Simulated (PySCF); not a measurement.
Compound: C₄H₁₃AlN₂.
SMILES with atom numbers: `[NH3+:1][AlH2-:2][N:3]1[CH2:4][CH2:5][CH2:6][CH2:7]1` (hydrogens: H8, H9, H10 on N1; H11, H12 on Al2; H13, H14 on C4; H15, H16 on C5; H17, H18 on C6; H19, H20 on C7)

Geometry (PBE0-D3(BJ)/def2-SVP, Å), atoms numbered from 1 in this order:
```xyz
20
C4H13AlN2 angstrom
N      2.1324    1.1599    1.2367
Al     1.8838   -0.7498    0.4260
N      0.1787   -0.6963   -0.1961
C     -0.2757   -0.2782   -1.5010
C     -1.5279    0.5812   -1.2278
C     -2.0255    0.0825    0.1460
C     -1.0322   -1.0378    0.5114
H      1.4269    1.3413    1.9521
H      2.0253    1.8772    0.5182
H      3.0501    1.2867    1.6673
H      2.1020   -1.5909    1.7759
H      3.0277   -0.6647   -0.6969
H      0.5085    0.2585   -2.0593
H     -0.5697   -1.1492   -2.1278
H     -1.2645    1.6497   -1.1835
H     -2.2850    0.4701   -2.0191
H     -3.0666   -0.2744    0.1201
H     -1.9817    0.8918    0.8922
H     -0.8663   -1.1356    1.5967
H     -1.4452   -2.0117    0.1660
```

Linear response at CAM-B3LYP/def2-SVPD (PySCF, frozen core in the response, non-relativistic).

Static isotropic polarisability: 95.20 au (14.11 Å³), principal values 88.2, 91.6, 105.8 au.

Problem. What is the polarisability at 1064 nm and at the sodium D line?

Solution. 96.19 au at 1064 nm (+1.0 %), 98.60 au at 589.3 nm (+3.6 %). The rise at 589.3 nm is 3.43 times that at 1064 nm; a pure ω² law gives 3.26. The lowest singlet lies at 264 nm, shorter than both wavelengths.

Problem. What is the isotropic C6 coefficient between two such molecules, C6 = (3/π)∫α(iω)² dω?

Solution. 3505 au (Eh·bohr⁶) by a ten-point quadrature over imaginary frequencies, which is 2090 eV·Å⁶ or 202 J·nm⁶/mol.

Problem. Which effective excitation energy ω̄ makes London's formula C6 = (3/4)α²ω̄ exact here?

Solution. ω̄ = 4·C6/(3α²) = 0.516 Eh = 14.0 eV. A one-pole form α(ω) = α/(1 − ω²/ω̄²) fitted to the 1064 nm value gives 11.5 eV.

Problem. How anisotropic is the static polarisability, by Δα² = ½[(α1 − α2)² + (α2 − α3)² + (α3 − α1)²]?

Solution. Δα = 16.2 au, or 0.17 of the isotropic value.

Problem. What n − 1 at the D line would an ideal gas of it have at 273.15 K and 1 atm (2.6868 × 10¹⁹ cm⁻³), by n − 1 = 2π·N·α′?

Solution. 24.67 × 10⁻⁴, a formal value whether or not that pressure can be reached.

Problem. How many electrons N does the Slater–Kirkwood formula C6 = (3/4)·√N·α^(3/2) need to give this C6?

Solution. N = (4·C6/3)²/α³ = 25.3; the species has 64 electrons in all.

Problem. What molar refraction at the D line follows from R = (4π/3)·N_A·α′, with α′ the polarisability volume?

Solution. α′ = 14.61 Å³ gives R = 36.86 cm³/mol, for isolated, non-vibrating species.

Problem. The lowest 6 singlets have (eV, f): 4.70, 0.036; 5.56, 0.089; 6.07, 0.008; 6.12, 0.005; 6.39, 0.014; 6.41, 0.036. What share of the static polarisability do they carry in the sum over states α = Σ f/ω²?

Solution. 4.51 au, 4.7 % of α; the largest term, 2.13 au, is that of the state at 5.56 eV. Their oscillator strengths add up to 0.19. Higher states carry the rest.

The run took 1.9 min of wall time on an Arm Neoverse N1 with one thread, on a shared host. This is the whole response run at CAM-B3LYP/def2-SVPD, SCF included.

One conformer stands for the species.
